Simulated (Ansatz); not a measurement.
Consider the formal exchange of groups at the Si–Sn bond: `[CH3][SnH2][SiH2]O` + CH₃SH → `O[SiH2]CS` + `[CH3][SnH3]`.

Gas-phase electronic energies from Ansatz, PBE0-D4/def2-TZVP geometries. CBS: MP2 limit from def2 TZ/QZ plus the TZ coupled-cluster correction, frozen cores. This one scheme is used for every species. Functionals use def2-TZVPP. Elements past krypton have def2 core potentials. For Sn outer-core shells are correlated without core-valence functions, which leaves a few kJ/mol of doubt a bond. One conformer a species, not always the lowest.

| species | PBE energy (Eh) |
| --- | --- |
| `[CH3][SnH2][SiH2]O` | -621.72032 |
| CH₃SH | -438.49541 |
| `O[SiH2]CS` | -804.28000 |
| `[CH3][SnH3]` | -255.92869 |

Work out ΔE.

ΔE = (-804.28000) + (-255.92869) − (-621.72032) − (-438.49541) = 0.00704 Eh = +4.4 kcal/mol. CCSD(T)/CBS gives +2.7 kcal/mol.

Largest T1 diagnostic among the species: 0.012.

From PBE to PBE0 (25 % exact exchange), in def2-TZVPP and without D4, ΔE moves by −0.7 kcal/mol. The D4 term adds −0.9 kcal/mol with B3LYP and −0.4 kcal/mol with PBE0; it sums over pairs of atoms, weighted by their polarisabilities, and B3LYP, whose exchange is more repulsive, gets the larger term.

B3LYP here is the variant with VWN-RPA as its local correlation; programs differ in this.
